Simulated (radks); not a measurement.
Problem. Kr+, configuration [Ar] 3d10 4s2 4p5. All-electron calculation, Dirac Kohn-Sham, BLYP, spin-unpolarised, spherical densities, point nucleus; open shells are shared between the two j in proportion to 2j + 1. Program: a radial shooting solver on a logarithmic mesh with Libxc functionals. Some entries of the table are withheld. Estimate them.

orbital     occ.  eigenvalue (hartree)  r(max) (bohr)  <r^2> (bohr^2)
1s1/2          2             -520.6896        0.02707        0.002318
2s1/2          2             -68.93414         0.1543             (1)
2p1/2          2             -62.34831            (2)         0.03038
2p3/2          4             -60.36856            (3)         0.03182
3s1/2          2             -10.12053         0.4670          0.3235
3p1/2          2                   (4)         0.4572          0.3334
3p3/2          4                   (5)         0.4660          0.3465
3d3/2          4                   (6)         0.4092          0.3775
3d5/2          6                   (7)         0.4119          0.3828
4s1/2          2              -1.24355          1.325           2.691
4p1/2    1.66667              -0.73019          1.494           3.791
4p3/2    3.33333              -0.70356          1.524           3.954

Solution. 
(1) 2s1/2 <r^2> (bohr^2): 0.03965
(2) 2p1/2 r(max) (bohr): 0.1211
(3) 2p3/2 r(max) (bohr): 0.1244
(4) 3p1/2 eigenvalue (hartree): -7.79600
(5) 3p3/2 eigenvalue (hartree): -7.50462
(6) 3d3/2 eigenvalue (hartree): -3.45115
(7) 3d5/2 eigenvalue (hartree): -3.40320
